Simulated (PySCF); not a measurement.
PySCF job for Ge(H)2(Cl)(Et) (C₂H₇ClGe), SMILES C[CH2][GeH2][Cl], HF/pcSseg-1. Geometry optimised at PBE0-D3(BJ)/def2-SVP. Other conformers were not sampled.

```python
import numpy as np
from pyscf import gto, scf, dft
from pyscf.prop.nmr import rhf as nmr

mol = gto.M(
    atom='''
    Ge    0.31272203    0.66999667   -0.07611997
    Cl    1.29689201   -1.22820142    0.33092759
    C    -1.48656116    0.25103772   -0.69720739
    C    -2.29057090   -0.57593351    0.29672468
    H     0.31049652    1.44720561    1.25251239
    H     1.16220261    1.39028932   -1.13691270
    H    -1.98257665    1.21158003   -0.91957616
    H    -1.37838683   -0.27630964   -1.65882802
    H    -2.43835880   -0.03869418    1.24688826
    H    -3.28709142   -0.82358817   -0.10077385
    H    -1.77776238   -1.52157773    0.52965660
    ''',
    basis='pcSseg-1',
    charge=0,
    spin=0,
    max_memory=1600,
    verbose=3,
)
mf = scf.RHF(mol)
mf.conv_tol = 1e-10
mf.max_cycle = 100
mf.kernel()
n = nmr.NMR(mf)
n.verbose = 2
n.max_cycle_cphf = 60
sigma = n.kernel()
print('atom   isotropic/ppm   span/ppm')
for i, s in enumerate(sigma):
    w = np.linalg.eigvalsh((s + s.T) / 2)
    print(f'{mol.atom_symbol(i):2s}{i + 1:3d} {w.mean():14.3f} {w[2] - w[0]:11.3f}')
```

Output:

```
converged SCF energy = -2614.43520800516
atom   isotropic/ppm   span/ppm
Ge  1       1512.098     218.555
Cl  2       1094.269      78.988
C   3        183.004      11.807
C   4        181.960      16.380
H   5         27.008      17.683
H   6         26.868      18.672
H   7         31.165      13.703
H   8         30.818      11.946
H   9         30.748      12.037
H  10         30.225      14.183
H  11         30.223      11.789
```

The calculation finished and met its thresholds.

Cost: around 17 core-seconds (rough).
